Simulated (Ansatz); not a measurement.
PBE exchange is replaced step by step with exact exchange (0 % is PBE, 25 % PBE0; no dispersion term), basis def2-TZVPD, Ansatz. System: [In(CN)H3]- (CH3InN⁻). Total charge -1; singlet. Geometry: r2SCAN-D4/def2-TZVPD.

Geometry of the singlet:

```tsv
atom	x (Å)	y (Å)	z (Å)
In1	0.102	-0.037	0.698
C2	-0.217	0.082	-1.511
N3	-0.388	0.141	-2.659
H4	-1.386	0.568	1.414
H5	1.495	0.984	1.024
H6	0.393	-1.738	1.034
```

In the def2 sets In takes a core potential; there is no spin–orbit coupling.

```csv
exact exchange (%),HOMO (eV),LUMO (eV),gap (eV)
0,-2.01,2.90,4.92
5,-2.24,2.97,5.22
15,-2.71,3.12,5.82
25,-3.17,3.25,6.42
35,-3.65,3.37,7.02
50,-4.37,3.54,7.91
```

Problem. Estimate the row for 10 %.

Solution. 
| exact exchange (%) | HOMO (eV) | LUMO (eV) | gap (eV) |
| --- | --- | --- | --- |
| 10 | -2.47 | 3.05 | 5.52 |
